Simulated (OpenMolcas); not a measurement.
Pm3+ with 8 ligands (oxide) in square antiprismatic coordination (D4d) at 2.47 Å, a polar angle of 60.2° against the regular 57.3°. A charge of +1.62 e stands 2.6 Å behind each ligand. Ligand basis ANO-RCC-VDZP.

| Item | Value |
| --- | --- |
| Program | OpenMolcas |
| Method | CASSCF |
| Basis | ANO-RCC-VDZP [7s6p4d2f1g] |
| Scalar Hamiltonian | DKH2, point nucleus |
| Active space | 4 electrons in 7 orbitals (4f) |
| State averaging | 2S+1 = 5 even, 35 roots (32 in the spin-orbit step); 2S+1 = 3 even, 117 roots kept (CI in the orbitals of an earlier block, 106 in the spin-orbit step); 2S+1 = 1 even, 75 roots kept (CI in the orbitals of an earlier block, 31 in the spin-orbit step) |
| Spin-orbit coupling | state interaction with AMFI integrals over the reference wave functions |

Task: What is the spin-free ground state?

Result: A state of multiplicity 5, 2-fold in its orbital part, 100 % from free-ion I terms; it has the highest spin that f4 allows.

Task: Where is the first state of the same spin?

Result: A 2-fold state lies at 54.6 cm-1 above the ground state.

Task: What are the lowest two levels with spin-orbit coupling?

Result: A 1-fold level, then a 1-fold level 0.2 cm-1 above it. Their leading multiplicities are 5 (98 %) and 5 (98 %).

Task: What is χT at 300 K, and how does it compare with the textbook value?

Result: Hund's rules give f4 the level 5I4 with g = 0.600, so an isolated free-ion multiplet has χT = g² J(J+1) / 8 = 0.900 cm3 K/mol. The computed 0.976 at 300 K differs by +8 %, through the field's splitting, the mixing of terms and any other multiplet in reach.

High states are left out of the spin-orbit mixing, which shifts the levels that they would mix with. The oxide ions are held by bare point charges, a crude embedding. Without dynamic correlation the ligand-field splitting of an f shell can come out too small, at times by half. A group larger than the point group allows holds several states that coincide in this model. The first state left out of the spin-orbit step lies near 39000 cm-1 above the lowest spin-free state of the reference (among the parities and spins computed), and the lists stop at four fifths of that energy or lower. No measured value stands beside these numbers; the geometry was imposed, not optimised, and the real ion may take another.
